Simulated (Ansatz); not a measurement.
`O[SiH2][GaH][Br]` + `[OH][GeH2][OH]` → `O[SiH2][O][GeH2][OH]` + `[GaH2][Br]`  (cleavage of the Si–Ga bond)

Gas-phase electronic energies from Ansatz, PBE0-D4/def2-TZVP geometries. CCSD(T)/CBS adds triple-zeta CCSD(T) − MP2 to the extrapolated MP2 energy (def2 sets, frozen cores). Functionals use def2-TZVPP. B3LYP here is the variant with VWN-RPA as its local correlation; programs differ in this. For Br, Ga, Ge outer-core shells are correlated without core-valence functions, which leaves a few kJ/mol of doubt a bond. Scalar relativity is left out up to krypton. Each species was taken in one conformer, which may not be the lowest.

Q: Is it downhill or uphill in electronic energy at CCSD(T)/CBS, and by how much? (An estimate is asked.)

A: The calculation gave: Downhill: ΔE = -117.0 kJ/mol.

Q: What do these levels give: PBE-D4, r2SCAN-D4, PBE0-D4, B3LYP-D4, ωB97M-V, PBE, B3LYP, SCS-MP2/def2-TZVPP, CCSD(T)/def2-TZVPP, SCS-MP2/def2-QZVPP, HF/CBS(def2), CCSD/CBS(def2)? (An estimate is asked.)

A: The calculation gave: PBE-D4 -93.2, r2SCAN-D4 -114.4, PBE0-D4 -103.0, B3LYP-D4 -114.1, ωB97M-V -120.2, PBE -92.6, B3LYP -113.4, SCS-MP2/def2-TZVPP -127.5, CCSD(T)/def2-TZVPP -120.2, SCS-MP2/def2-QZVPP -127.1, HF/CBS(def2) -145.4, CCSD/CBS(def2) -119.4 kJ/mol.

Largest T1 diagnostic among the species: 0.012.

In def2-TZVPP, CCSD(T) changes the Hartree–Fock value by +22.0 kJ/mol (the triples alone add +2.5 kJ/mol) and MP2 by +17.4 kJ/mol. From PBE to PBE0 (25 % exact exchange), in def2-TZVPP and without D4, ΔE moves by −9.9 kJ/mol.
